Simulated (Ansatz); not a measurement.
```yaml
crystal:
  periodic: [false, false, false]
  atoms:
    - {symbol: C, position_ang: [-0.084040, -1.386860, 0.866646]}
    - {symbol: Se, position_ang: [1.456271, -0.547052, -0.063439]}
    - {symbol: Ti, position_ang: [0.199231, 1.339180, -0.832321]}
    - {symbol: Cl, position_ang: [-1.374043, 0.491260, -2.077448]}
    - {symbol: Cl, position_ang: [1.600820, 2.561862, -1.850945]}
    - {symbol: Cl, position_ang: [-0.652182, 2.305500, 0.885973]}
    - {symbol: H, position_ang: [-0.465632, -0.756942, 1.669967]}
    - {symbol: H, position_ang: [-0.813614, -1.688562, 0.160637]}
    - {symbol: H, position_ang: [0.349866, -2.269477, 1.321921]}
basis:
  gaussian: {orbitals: aug-pcseg-2}
total_charge: -1
magnetization: {spin_polarized: true, initial_magnetization: 1}
hamiltonian: {xc: {name: r2SCAN}}
```

```sh
$ ansatz run in.yaml --threads 2 --pin off --events-out ev --progress --plain --max-ram 32768MiB --backend cuda --devices 0, --max-vram 18GiB
```

Shortened log:

```
Functional definition: r2SCAN
2272 factors; their error is unknown
mean field evaluation 1: about -127117.9891 eV, gradient 4.7e1 eV
mean field evaluation 2: about -127074.2742 eV, gradient 9.4e1 eV
mean field evaluation 4: about -127121.8204 eV, gradient 3.7e1 eV
mean field evaluation 8: about -127127.4173 eV, gradient 3.3e-1 eV
mean field evaluation 16: about -127127.3570 eV, gradient 1.9e-2 eV
mean field evaluation 32: about -127127.3570 eV, gradient 8.6e-5 eV
mean field -127127.35698351 eV, -4671.8441991266 hartree, gradient 8.3e-6 eV, S^2 0.756510; 10 other end points of the search recorded, 0 dependent functions left out
reference -127127.35704360 eV, -4671.8442013347 hartree; 59, 58 occupied and 346, 347 virtual orbitals, 2272 factors
Total energy: -127127.35704360 eV, -4671.8442013347 hartree
```

Run time 27 s (2 threads of an AMD EPYC 7R13 on a shared host and a share of an NVIDIA H100 80 GB); peak host memory 1.2 GiB.
